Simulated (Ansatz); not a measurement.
The same atomization along the group Si, Ge, Sn.

Calculated with Ansatz (gas phase, PBE0-D4/def2-TZVP geometries, no zero-point term in ΔE). CBS: MP2 limit from def2 TZ/QZ plus the TZ coupled-cluster correction, frozen cores. This one scheme is used for every species, atoms too. Open shells (•) are unrestricted, without spin–orbit coupling. Spin–orbit coupling would lower the free atoms: a little for F, Si; clearly for Ge; strongly for I, Sn. def2 core potentials past Kr. For Ge, I, Sn outer-core shells are correlated without core-valence functions, so the limit isn't a true one: a few kJ/mol of doubt a bond, and 10 to 20 or more in all where bonds break to atoms. Scalar relativity is left out up to krypton.

Task: Order these by ΔE at CCSD(T)/CBS, lowest first. (An estimate is asked.)
A. `[F][Ge]([F])([F])[I]` → 3 F• + I• + Ge•
B. `F[Si](F)(F)I` → 3 F• + I• + Si•
C. `[F][Sn]([F])([F])[I]` → 3 F• + I• + Sn•

Result: C (+16.40 eV), A (+17.70 eV), B (+21.52 eV).

Largest T1 diagnostic: 0.013, for `[F][Sn]([F])([F])[I]`.

For atomizations the MP2-based limit and the directly extrapolated one differ by several kJ/mol either way, and by 10 to 25 for some Ge, Se and Sn compounds, so smaller differences from it don't rank the levels.
